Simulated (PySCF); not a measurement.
# IrSe₂⁺: from structure and modes to constants

Computed with UPBE0 in PySCF with Ir def2-SVP with ECP60, Se def2-SVP; scalar-relativistic core potentials, no spin–orbit coupling; density-fitted integrals.

The triplet minimum has C2v symmetry. Masses (u): Ir 192.96292, Se 79.91652.

```xyz
3
charge 1 multiplicity 3, angstrom
Ir    0.0000    0.0000   -0.5493
Se    1.8097    0.0000    0.6614
Se   -1.8097    0.0000    0.6614
```

Harmonic wavenumbers (cm⁻¹): 99.9 (a1, ×1), 317.0 (b2, ×1), 353.4 (a1, ×1).

Question: Find the principal moments of inertia and the rotational constants. What kind of rotor is it?

Answer: About the centre of mass I = 128.15, 523.48, 651.63 u Å². With B = 16.8576/I this gives 0.1315, 0.0322, 0.02587 cm⁻¹. The molecule is an asymmetric top with κ = -0.88.

Question: What is the harmonic zero-point energy?

Answer: Half the sum of all 3 wavenumbers, 770/2 = 385 cm⁻¹, which is 4.6 kJ/mol (1 cm⁻¹ = 0.0119627 kJ/mol).

Question: Find the vibrational entropy and heat capacity at 298.15 K.

Answer: With u = 1.43878 ω/T, each mode gives S = R[u/(eᵘ−1) − ln(1−e⁻ᵘ)] and C = R u² eᵘ/(eᵘ−1)².
```tsv
ω (cm⁻¹)	u	S (J/(mol K))	C (J/(mol K))
99.9	0.482	14.46	8.16
317.0	1.530	5.55	6.87
353.4	1.705	4.82	6.56
```
The sums over all modes are S = 24.8 and C = 21.6 J/(mol K); the softest mode gives 58 % of the entropy.

Question: Give the standard entropy (298.15 K, 1 bar) by its translational, rotational, vibrational and spin parts, and Cp.

Answer: Sackur–Tetrode with M = 352.80 u gives 182.0; rotation with symmetry number 2 gives 115.9; vibration 24.8; spin R ln 3 = 9.1. The total is 331.9 J/(mol K), and Cp = 4 R + 21.6 = 54.8 J/(mol K).

Other isomers or separated fragments may lie lower. Other spin states or occupations of the open shell can lie lower. With an element this heavy the missing spin–orbit coupling can shift these numbers.
